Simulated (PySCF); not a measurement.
Level of theory: PBE-D3(BJ)/def2-TZVP // B3LYP-D3(BJ)/def2-TZVP (PySCF 2.14.0). All species are isolated molecules in the gas phase. One relaxed conformer stands for a flexible species; it need not be the lowest. Excitations are Tamm–Dancoff values on a coarser integration grid. The basis has no diffuse functions, so Rydberg states are missing or too high.

Reference species (SMILES): `[OH][Ga]([OH])[OH]` (neutral, multiplicity 1).

```yaml
S1–T1 gap (TDA): 0.31 eV
T1 excitation (TDA): 5.11 eV
```

Changed species: `[NH2][Ga]([NH2])[NH2]` (3 of 3 OH replaced by NH2; the reference has 0 of 3 OH replaced by NH2).

Problem. Give the shifts of the S1–T1 gap (TDA) and T1 excitation (TDA).

Solution. the S1–T1 gap (TDA) goes up by 0.04 eV, to 0.35 eV; the T1 excitation (TDA) falls by 0.73 eV, to 4.38 eV.
